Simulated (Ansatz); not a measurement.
`[OH][Al]([SiH3])[SnH3]` at its PBE0-D4/def2-TZVP geometry, where that method's forces vanish. Charge 0, multiplicity 1. Sn takes the def2 core potential.

| atom | x (Å) | y (Å) | z (Å) |
| --- | --- | --- | --- |
| O1 | 2.107 | 0.489 | 0.865 |
| Al2 | 0.590 | 0.137 | 0.183 |
| Si3 | 0.301 | 0.134 | -2.261 |
| Sn4 | -1.291 | -0.370 | 1.987 |
| H5 | 2.885 | 0.697 | 0.349 |
| H6 | 1.546 | 0.511 | -2.992 |
| H7 | -0.770 | 1.090 | -2.667 |
| H8 | -0.113 | -1.216 | -2.740 |
| H9 | -0.843 | -1.623 | 3.061 |
| H10 | -2.769 | -0.849 | 1.266 |
| H11 | -1.645 | 1.000 | 2.950 |

(1) For each bond, give half the difference of the two atoms' forces along it (eV/Å; positive pushes the atoms apart) under PBE-D4, r2SCAN-D4, B3LYP-D4, ωB97M-V in def2-TZVPP. (Estimate.)

Answers

(1) Ansatz gave: 
```json
{"bond": "O1–Al2", "length (Å)": "1.699", "PBE-D4": "0.27", "r2SCAN-D4": "0.04", "B3LYP-D4": "0.07", "ωB97M-V": "0.10"}
{"bond": "O1–H5", "length (Å)": "0.957", "PBE-D4": "0.36", "r2SCAN-D4": "0.02", "B3LYP-D4": "0.00", "ωB97M-V": "-0.05"}
{"bond": "Al2–Si3", "length (Å)": "2.462", "PBE-D4": "-0.16", "r2SCAN-D4": "0.00", "B3LYP-D4": "0.03", "ωB97M-V": "0.02"}
{"bond": "Al2–Sn4", "length (Å)": "2.655", "PBE-D4": "-0.14", "r2SCAN-D4": "-0.05", "B3LYP-D4": "-0.04", "ωB97M-V": "-0.07"}
{"bond": "Si3–H6", "length (Å)": "1.492", "PBE-D4": "0.09", "r2SCAN-D4": "-0.01", "B3LYP-D4": "-0.06", "ωB97M-V": "-0.09"}
{"bond": "Si3–H7", "length (Å)": "1.492", "PBE-D4": "0.10", "r2SCAN-D4": "-0.01", "B3LYP-D4": "-0.06", "ωB97M-V": "-0.10"}
{"bond": "Si3–H8", "length (Å)": "1.492", "PBE-D4": "0.09", "r2SCAN-D4": "-0.02", "B3LYP-D4": "-0.06", "ωB97M-V": "-0.10"}
{"bond": "Sn4–H9", "length (Å)": "1.711", "PBE-D4": "0.11", "r2SCAN-D4": "0.01", "B3LYP-D4": "0.04", "ωB97M-V": "-0.06"}
{"bond": "Sn4–H10", "length (Å)": "1.712", "PBE-D4": "0.11", "r2SCAN-D4": "0.00", "B3LYP-D4": "0.05", "ωB97M-V": "-0.04"}
{"bond": "Sn4–H11", "length (Å)": "1.711", "PBE-D4": "0.11", "r2SCAN-D4": "0.01", "B3LYP-D4": "0.04", "ωB97M-V": "-0.06"}
```

B3LYP here is the variant with VWN-RPA as its local correlation; programs differ in this.
